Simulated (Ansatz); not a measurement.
The cluster Cu₂H₃. The state is a quartet with charge 0. Geometry PBE-D4/def2-TZVP; atoms count from 1.

```xyz
5

Cu   -0.1986    0.9404    0.9421
Cu   -0.0214   -1.3178    0.2723
H    -0.1109    2.3551    0.3684
H     0.2438   -2.1656   -0.9723
H     0.0871    0.1879   -0.6105
```

At PBE0-D4/def2-TZVP a doublet of charge 0 lies 2.69 eV below the quartet, each at its own geometry. The structure comes from a short search, and lower isomers may exist.

Problem. Estimate the Mulliken populations from the PBE0/def2-TZVP orbitals of Ansatz.

Solution. 
| atom | charge (e) | spin (α − β) | d electrons |
| --- | --- | --- | --- |
| Cu1 | -0.03 | 0.97 | 9.60 |
| Cu2 | -0.03 | 0.97 | 9.60 |
| H3 | 0.06 | 0.36 | – |
| H4 | 0.06 | 0.36 | – |
| H5 | -0.06 | 0.34 | – |
Mulliken values and Mayer orders depend strongly on the basis.

Problem. Where does the spin sit?

Solution. Summed by element: Cu 1.94, H 1.06, of 3 unpaired in all. Largest on single atoms: Cu1 0.97, Cu2 0.97, H3 0.36.

Problem. And the Mayer bond orders between bonded heavy atoms (over 0.3)?

Solution. Cu1–Cu2 0.66 (2.36 Å).
